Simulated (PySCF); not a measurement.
Level of theory: B3LYP/[Mo def2-TZVP with ECP28, O def2-TZVP], scalar-relativistic core potentials, density fitting, no spin–orbit coupling, PySCF. Open shells, if any, are unrestricted.

Q: What spin state, shape and geometry does isolated MoO₂ take (every ligand bound to Mo)?

A: Formally Mo is in oxidation state +4, d2, with 2 unpaired electrons (the high-spin count). The Mulliken spin on Mo is 1.96. The polar-tensor charge on Mo, 1.48, is far below the formal one. The lowest minimum found is a triplet of C2v symmetry with Mo–O 1.697 Å (×2); O–Mo–O 114.5°. Its harmonic wavenumbers are 308 (a1), 955 (b2), 1010 (a1) cm⁻¹ and its dipole moment is 4.51 D.

Only a few start shapes were tried, so a lower isomer may exist. Other spin states or occupations of the open shell can lie lower.
